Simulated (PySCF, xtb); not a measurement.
Ag(F) cation (AgF), SMILES [F][Ag] (connectivity only; charge and spin as stated), charge +1, multiplicity 2.

Harmonic wavenumbers (cm⁻¹) from GFN2-xTB (xtb 6.7.1) at its own minimum, in rising order: 435.

Task: What does PySCF with B3LYP-D3(BJ)/def2-TZVPD give at its own minimum? (An estimate is asked for; the answer gives what the named calculation found.)

Result: 397. Paired by order, the mean absolute difference is 38 cm⁻¹ and the zero-point energies are 0.6 and 0.6 kcal/mol.
